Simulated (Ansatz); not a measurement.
Input file for C₄H₃F₇ (`FC(F)C(F)(F)CC(F)(F)F`):

```yaml
crystal:
  periodic: [false, false, false]
  atoms:
    - {symbol: F, position_ang: [0.011989, -0.341778, 2.217962]}
    - {symbol: C, position_ang: [0.399880, 0.707652, 1.462265]}
    - {symbol: F, position_ang: [0.282289, 1.826487, 2.194243]}
    - {symbol: C, position_ang: [-0.525361, 0.810039, 0.240788]}
    - {symbol: F, position_ang: [-0.058522, 1.819123, -0.528391]}
    - {symbol: F, position_ang: [-1.756012, 1.165296, 0.674004]}
    - {symbol: C, position_ang: [-0.689724, -0.458185, -0.573739]}
    - {symbol: C, position_ang: [0.551837, -1.017765, -1.225869]}
    - {symbol: F, position_ang: [1.492762, -1.342361, -0.325168]}
    - {symbol: F, position_ang: [0.243240, -2.132722, -1.894783]}
    - {symbol: F, position_ang: [1.107608, -0.169263, -2.090493]}
    - {symbol: H, position_ang: [1.444339, 0.577123, 1.170078]}
    - {symbol: H, position_ang: [-1.410910, -0.240522, -1.363183]}
    - {symbol: H, position_ang: [-1.106214, -1.232323, 0.071088]}
basis:
  gaussian: {orbitals: def2-TZVPP}
correlation: {method: ccsd_t}
output: {orbitals: {seedname: orbitals}}
```

```sh
$ ansatz run in.yaml --threads 4 --pin off --events-out ev --progress --plain --max-ram 66560MiB --backend cuda --devices 0, --max-vram 37GiB
```

Log, shortened:

```
Functional definition: HF
2498 factors; integrals over basis functions are off by at most 9.3e-4 eV
mean field evaluation 1: about -23113.4230 eV, gradient 6.2e1 eV
mean field evaluation 2: about -23113.8445 eV, gradient 6.2e1 eV
mean field evaluation 4: about -23120.8386 eV, gradient 5.6e0 eV
mean field evaluation 8: about -23120.9426 eV, gradient 3.5e-1 eV
mean field -23120.94308257 eV, -849.6789863465 hartree, gradient 6.8e-6 eV, S^2 0.000000; 0 other end points of the search recorded, 0 dependent functions left out
11 core orbitals not correlated: weight in the atoms' cores, before any rotation towards them, 1.000 or more for the frozen orbitals, at most 0.000 for the correlated occupied ones
reference -23120.94308257 eV, -849.6789863465 hartree; 34, 34 occupied and 338, 338 virtual orbitals, 2498 factors
second order -64.58690399 eV of doubles, -0.00000000 eV of singles
cycle   1  -63.65361970 eV  change    9.3e-1 eV  update   1.6e-1
cycle   2  -64.92932886 eV  change    -1.3e0 eV  update   4.4e-2
cycle   3  -65.21263002 eV  change   -2.8e-1 eV  update   2.1e-2
cycle   4  -65.17627456 eV  change    3.6e-2 eV  update   4.2e-3
cycle   5  -65.17146814 eV  change    4.8e-3 eV  update   1.9e-3
cycle   6  -65.17416639 eV  change   -2.7e-3 eV  update   5.8e-4
cycle   7  -65.17397965 eV  change    1.9e-4 eV  update   2.2e-4
cycle   8  -65.17372338 eV  change    2.6e-4 eV  update   6.1e-5
cycle   9  -65.17373176 eV  change   -8.4e-6 eV  update   2.0e-5
perturbative correction -2.16528126 eV, -0.0795726186 hartree
Total energy: -23188.28209559 eV, -852.1536494307 hartree
```

It took 45 s on 4 threads of an AMD EPYC 7R13 on a shared host and a share of an NVIDIA H100 80 GB, with 0.87 GiB of host memory at the peak.

MP2 recovers 95.9 % of the CCSD(T) correlation energy and the triples give 3.2 %; T1 = 0.0120.
